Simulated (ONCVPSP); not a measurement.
**An all-electron radial function and its pseudo partner (Si)**

Columns: radius, all-electron u(r) and pseudo u(r) of the 3s shell (level -10.78 eV) of silicon in the configuration [Ne] 3s2 3p2; revPBE, scalar-relativistic, ONCV scheme, ONCVPSP 4.0.1.

| r (bohr) | all-electron | pseudo |
| --- | --- | --- |
| 0.115 | 0.0872 | 0.0269 |
| 0.230 | -0.1941 | 0.0563 |
| 0.345 | -0.3282 | 0.0906 |
| 0.460 | -0.3071 | 0.1324 |
| 0.575 | -0.1937 | 0.1834 |
| 0.690 | -0.0407 | 0.2431 |
| 0.805 | 0.1191 | 0.3094 |
| 0.920 | 0.2678 | 0.3793 |
| 1.035 | 0.3965 | 0.4498 |
| 1.150 | 0.5025 | 0.5184 |
| 1.265 | 0.5863 | 0.5827 |
| 1.380 | 0.6497 | 0.6396 |
| 1.495 | 0.6945 | 0.6857 |
| 1.610 | 0.7225 | 0.7176 |
| 1.725 | 0.7361 | 0.7344 |
| 1.840 | 0.7375 | 0.7372 |
| 1.955 | 0.7290 | 0.7290 |
| 2.070 | 0.7127 | 0.7127 |
| 2.185 | 0.6903 | 0.6903 |
| 2.300 | 0.6634 | 0.6634 |
| 2.415 | 0.6334 | 0.6333 |
| 2.530 | 0.6012 | 0.6012 |
| 2.645 | 0.5678 | 0.5678 |
| 2.760 | 0.5340 | 0.5340 |
| 2.875 | 0.5003 | 0.5002 |
| 2.990 | 0.4671 | 0.4671 |

Question: How many radial nodes do the two functions have?

Answer: The all-electron 3s function has n − l − 1 = 2; the pseudo-wave has 0, since the states of the same l below it are removed with the core.

Question: At about which radius was the pseudo-wave matched?

Answer: 2.00 bohr. The columns agree to 0.0005 from 1.84 bohr on; several derivatives are matched, so the curves merge somewhat inside the radius.

Question: Is the pseudo-wave norm-conserving?

Answer: Yes: the ONCV scheme keeps the norm inside the radius equal to the all-electron one, which fixes the energy derivative of the logarithmic derivative at the level.
